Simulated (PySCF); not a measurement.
SMILES OB(O)N[Si](F)(F)F, singlet, B3LYP/def2-SVP optimised geometry.

```
11

Si     1.54     0.59    -0.02
F      2.55     0.63     1.22
F      2.47     0.67    -1.33
F      0.65     1.94     0.02
N      0.47    -0.72     0.00
B     -0.98    -0.72     0.00
O     -1.59    -1.94     0.00
O     -1.74     0.41     0.00
H      0.87    -1.65     0.00
H     -2.55    -1.86     0.00
H     -1.24     1.24     0.01
```

Density from B3LYP/def2-TZVP in PySCF at that geometry.

Minimum of the electron density along straight lines between bonded atoms, close to the bond critical point (lines longer than 1.1 times the sum of covalent radii, or with two minima, are not listed):

```
bond    length / Å  ρ at the minimum / e bohr⁻³  ∇²ρ there / e bohr⁻⁵  position (fraction from the first atom)
------  ----------  ---------------------------  --------------------  ---------------------------------------
Si1–F2       1.603                        0.140                  0.94                                     0.42
Si1–F3       1.603                        0.140                  0.94                                     0.42
Si1–F4       1.616                        0.134                  0.90                                     0.42
Si1–N5       1.689                        0.148                  0.61                                     0.40
N5–B6        1.456                        0.191                  0.33                                     0.67
B6–O7        1.364                        0.213                  0.84                                     0.33
B6–O8        1.363                        0.212                  0.86                                     0.33
N5–H9        1.018                        0.327                 -1.58                                     0.74
O7–H10       0.965                        0.355                 -2.40                                     0.80
O8–H11       0.966                        0.353                 -2.41                                     0.81
```
